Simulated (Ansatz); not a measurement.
`F[SiH2]C#[C][GeH3]` + `C=CN[SiH2]Cl` → `C=C[N]([GeH3])[SiH2]Cl` + `C#C[SiH2]F`  (ligand exchange at a Ge–C bond)

Gas-phase electronic energies from Ansatz, PBE0-D4/def2-TZVP geometries. CBS: MP2 limit from def2 TZ/QZ plus the TZ coupled-cluster correction, frozen cores. This one scheme is used for every species. Functionals use def2-TZVPP. B3LYP here is the variant with VWN-RPA as its local correlation; programs differ in this. For Ge outer-core shells are correlated without core-valence functions, which leaves a few kJ/mol of doubt a bond. Scalar relativity is left out up to krypton. One conformer a species, not always the lowest.

`F[SiH2]C#[C][GeH3]`:

Cartesian coordinates in Å:
```
F -0.572 -1.990 -2.622
Si -1.397 -0.898 -1.800
C -0.355 -0.237 -0.467
C 0.319 0.221 0.432
Ge 1.390 0.933 1.837
H -1.774 0.189 -2.730
H -2.589 -1.559 -1.226
H 0.816 2.298 2.231
H 2.825 1.079 1.321
H 1.338 -0.036 3.023
```

`C=CN[SiH2]Cl`:

Cartesian coordinates in Å:
```
C -1.456 -1.168 1.109
C -0.368 -0.489 0.759
N 0.005 -0.150 -0.534
Si 1.256 0.941 -0.952
Cl 0.712 2.927 -0.826
H -1.641 -1.399 2.149
H -2.182 -1.509 0.379
H 0.336 -0.159 1.519
H -0.652 -0.437 -1.245
H 1.620 0.686 -2.360
H 2.368 0.756 0.003
```

`C=C[N]([GeH3])[SiH2]Cl`:

Z-matrix (Å, degrees):
```
Ge
N 1 1.865
H 1 1.535 2 109.4
H 1 1.532 2 105.0 3 -119.7
H 1 1.535 2 108.4 3 120.7
C 2 1.394 1 118.6 3 -58.9
Si 2 1.716 1 121.1 3 112.3
C 6 1.332 2 127.2 1 -0.6
H 6 1.089 2 114.1 1 -179.8
Cl 7 2.063 2 112.8 1 -82.1
H 7 1.477 2 109.2 1 35.8
H 7 1.479 2 108.6 1 159.8
H 8 1.084 6 123.2 2 1.3
H 8 1.081 6 119.7 2 -178.7
```

`C#C[SiH2]F`:

Cartesian coordinates in Å:
```
C 1.170 0.488 -1.501
C 0.451 0.186 -0.582
Si -0.613 -0.236 0.829
F -1.584 -1.431 0.413
H 1.805 0.752 -2.316
H 0.218 -0.690 1.964
H -1.446 0.930 1.193
```

| level | ΔE (kJ/mol) | difference from CCSD(T)/CBS |
| --- | --- | --- |
| r2SCAN-D4 | 13.8 | 8.4 |
| B3LYP-D4 | 9.8 | 4.4 |
| ωB97X-V | 10.4 | 5.0 |
| ωB97M-V | 9.4 | 4.0 |
| B2PLYP | 15.5 | 10.1 |
| PBE | 21.7 | 16.3 |
| r2SCAN | 15.8 | 10.4 |
| PBE0 | 20.8 | 15.4 |
| HF/def2-TZVPP | 23.5 | 18.1 |
| MP2/def2-TZVPP | 5.8 | 0.4 |
| SCS-MP2/def2-TZVPP | 8.6 | 3.2 |
| CCSD/def2-TZVPP | 10.2 | 4.8 |
| CCSD(T)/def2-TZVPP | 7.8 | 2.4 |
| MP2/def2-QZVPP | 4.2 | -1.2 |
| SCS-MP2/def2-QZVPP | 7.5 | 2.1 |
| MP2/CBS(def2) | 3.4 | -2.0 |
| CCSD(T)/CBS | 5.4 | 0 |

Largest T1 diagnostic among the species: 0.012.

In def2-TZVPP, CCSD(T) changes the Hartree–Fock value by −15.7 kJ/mol (the triples alone add −2.4 kJ/mol) and MP2 by −17.7 kJ/mol. The D4 term adds −13.0 kJ/mol with B3LYP and −7.1 kJ/mol with PBE0; it sums over pairs of atoms, weighted by their polarisabilities, and B3LYP, whose exchange is more repulsive, gets the larger term.
